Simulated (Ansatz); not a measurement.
Isolated molecules relaxed with PBE0-D4/def2-TZVP in Ansatz; ΔE leaves out vibrations. CCSD(T)/CBS adds triple-zeta CCSD(T) − MP2 to the extrapolated MP2 energy (def2 sets, frozen cores). This one scheme is used for every species. Double bonds are as drawn, so ΔE can hold a change between cis and trans. Functionals use def2-TZVPP. One conformer a species, not always the lowest.

Reaction (substitution at a C–O bond): `OC/C=C/[SiH3]` + HCl → `[SiH3]/C=C\CCl` + H₂O

| level | ΔE (kJ/mol) | difference from CCSD(T)/CBS |
| --- | --- | --- |
| LDA (SPW92) | -14.0 | 8.8 |
| revPBE-D4 | -22.3 | 0.5 |
| BHLYP-D4 | -16.2 | 6.6 |
| ωB97M-V | -16.3 | 6.5 |
| PBE-QIDH | -18.3 | 4.5 |
| revPBE | -16.3 | 6.5 |
| BLYP | -13.2 | 9.6 |
| r2SCAN | -15.9 | 6.9 |
| HF/def2-SVP | 10.3 | 33.1 |
| CCSD(T)/def2-SVP | 3.3 | 26.1 |
| HF/def2-TZVPP | -5.9 | 16.9 |
| SCS-MP2/def2-TZVPP | -18.7 | 4.1 |
| CCSD/def2-TZVPP | -13.9 | 8.9 |
| MP2/def2-QZVPP | -27.0 | -4.2 |
| SCS-MP2/def2-QZVPP | -22.5 | 0.3 |
| HF/CBS(def2) | -6.5 | 16.3 |
| CCSD(T)/CBS | -22.8 | 0 |

Largest T1 diagnostic among the species: 0.011.

Leaving LDA and LC-ωPBE aside and taking each functional with its dispersion term where it has one, the values, not all of them listed here, spread over 9.2 kJ/mol, from revPBE-D4 to CAM-B3LYP-D4. The D4 term adds −5.5 kJ/mol with B3LYP and −3.0 kJ/mol with PBE0; it sums over pairs of atoms, weighted by their polarisabilities, and B3LYP, whose exchange is more repulsive, gets the larger term. In def2-TZVPP, CCSD(T) changes the Hartree–Fock value by −10.2 kJ/mol (the triples alone add −2.3 kJ/mol) and MP2 by −17.1 kJ/mol.

CCSD(T)/CBS has its own doubt, a few kJ/mol and more with outer-core shells, so smaller differences from it don't rank the levels.

B3LYP here is the variant with VWN-RPA as its local correlation; programs differ in this.
